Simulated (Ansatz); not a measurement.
Input file for Ansatz (a program for electronic structure): R-B3LYP-D3(BJ)/def2-TZVP on Ge2H6 (SMILES [GeH3][GeH3]).

Ansatz 0.2 input:
```yaml
crystal:
  periodic: [false, false, false]
  atoms:
    - {symbol: Ge, position_ang: [0.00000000, -0.00000000, 1.20500000]}
    - {symbol: Ge, position_ang: [0.00000000, -0.00000000, -1.20500000]}
    - {symbol: H, position_ang: [1.44280000, -0.00000000, 1.71500000]}
    - {symbol: H, position_ang: [-0.72140000, 1.24950000, 1.71500000]}
    - {symbol: H, position_ang: [-0.72140000, -1.24950000, 1.71500000]}
    - {symbol: H, position_ang: [1.44280000, -0.00000000, -1.71500000]}
    - {symbol: H, position_ang: [-0.72140000, 1.24950000, -1.71500000]}
    - {symbol: H, position_ang: [-0.72140000, -1.24950000, -1.71500000]}
basis:
  gaussian:
    orbitals: def2-TZVP
hamiltonian:
  xc: b3lyp
  dispersion: d3bj
relax: {f_tol: 0.001, max_steps: 120}
accuracy: high
scf: {lower_state_search: off}
```

**Question.** What total energy does the run end on?

**Answer.** -4157.7137 hartree.

**Question.** How many basis functions does it have, and what does it roughly cost on one machine?

**Answer.** 132 functions; around 100 core-seconds (rough).
